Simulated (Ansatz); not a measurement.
Ansatz results at the PBE0-D4/def2-TZVP geometry: HOMO energy (B3LYP/def2-TZVPP) -7.63 eV; HOMO energy (PBE0/def2-TZVPP) -7.82 eV; LUMO energy (ωB97M-V/def2-TZVPP) 1.98 eV.

Each molecule was computed in one conformer, which needn't be the lowest.

Task: Which molecule gave them?
A. `B[S][AlH2]`
B. `C[SiH](F)[SnH3]`
C. `C[S][Al]([F])[SiH3]`
D. `OC(O)(O)[SiH3]`

Result: D. The others give `B[S][AlH2]`: -7.98, -8.19, -0.16; `C[S][Al]([F])[SiH3]`: -7.14, -7.38, 0.26; `C[SiH](F)[SnH3]`: -7.55, -7.73, 1.36.

B3LYP here is the variant with VWN-RPA as its local correlation; programs differ in this.
